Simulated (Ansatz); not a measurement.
# One elementary step

Start structure (Si2H7Br, singlet), relaxed at PBE0-D4/def2-TZVP:

Si1  (-1.856, 0.786, 0.174)
Br2  (0.876, -2.318, -1.136)
H3  (-1.631, 0.465, -1.257)
H4  (-1.304, 2.132, 0.474)
H5  (-3.311, 0.772, 0.469)
H6  (-1.171, -0.223, 1.022)
Si7  (1.932, -0.666, -0.099)
H8  (1.792, -0.860, 1.362)
H9  (3.357, -0.703, -0.497)
H10  (1.315, 0.616, -0.513)
(Å)

The step: SiH₃Br ([SiH3][Br]) + SiH₄ → Si₂H₆ ([SiH3][SiH3]) + HBr; bonds formed: Si1–Si7, Br2–H6; bonds broken: Si1–H6, Br2–Si7. Computed with Ansatz 0.2.0 (basis: def2-TZVPP and def2-QZVPP); correlated methods freeze the cores. Filled d shells of the heavier atoms are correlated. The def2 sets are not built for correlating such inner shells, so the correlated values are less sure here. Extrapolation: Hartree–Fock as exp(−7.88 √X), correlation as X^−2.97. Energies below are by CCSD(T) at an estimated basis limit (MP2 extrapolated from triple and quadruple zeta, plus CCSD(T) − MP2 in triple zeta).

(1) What are the electronic barrier and the energy of the step, from the start structure to the end structure? (Judge from chemistry; the value comes from the calculation.)

No T1 diagnostic of these runs exceeds 0.012.

Answers

(1) Computed: Barrier 239.5 kJ/mol; step energy 89.2 kJ/mol (uphill); reverse barrier, their difference, 150.3 kJ/mol. Barrier and step energy count from the start structure, the reverse barrier from the end structure.

The saddle point: One imaginary mode of 717i cm⁻¹.
| pair | start (Å) | saddle (Å) | end (Å) |
| --- | --- | --- | --- |
| Si1–Si7 | 4.07 | 2.56 | 2.34 |
| Br2–H6 | 3.64 | 1.93 | 1.42 |
| Si1–H6 | 1.49 | 1.74 | 3.15 |
| Br2–Si7 | 2.22 | 2.80 | 4.11 |

Zero-point energy (harmonic, PBE0-D4): ZPE is 151.4 kJ/mol at the start and 147.9 kJ/mol at the saddle, so the barrier goes from 239.5 to 236.1 kJ/mol.

Labels in which every atom is bracketed show which atoms are joined, not bond orders.

For scale, one of the runs: CCSD(T)/def2-TZVPP, 230 basis functions, launched by `ansatz run in.yaml --threads 4 --pin off --events-out ev --progress --plain --max-ram 9574MiB`. The run took 92 s on 4 CPU threads of an Arm Neoverse V1 (shared host), with 3.6 GiB of host memory at its peak.
